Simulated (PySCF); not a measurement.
# Working out the ionisation energy of N+

N+ [He] 2s2 2p2 (3P) → N(2+) [He] 2s2 2p1 (2P). Calculation: PySCF 2.14, in Sapporo-DZP-2012 (4s3p1d, 18 functions); scalar relativity by spin-free X2C-1e. Frozen: 1s2. Energies in hartree (1 hartree = 27.21139 eV):

```csv
part,N+ (lower),N(2+) (upper)
UHF,-53.905488,-52.833470
CCSD correlation,-0.081758,-0.077588
(T),-0.000866,-0.000603
```

What does Hartree-Fock give?

(-52.833470) − (-53.905488) = 1.072018 hartree = 29.171 eV.

What do CCSD and CCSD(T) give?

The CCSD correlation energies differ by 0.004170 hartree = 0.113 eV and the triples by 0.000263 hartree = 0.007 eV, so CCSD gives 29.284 eV and CCSD(T) 29.291 eV.

Reference: 29.601 eV (semi-empirical (NIST evaluation); NIST Atomic Spectra Database, ionization energies), between the lowest levels; spin-orbit coupling is absent from the calculation.

A double-zeta basis recovers only part of the correlation energy.

What remains against the reference includes basis incompleteness, the frozen core and higher excitations.
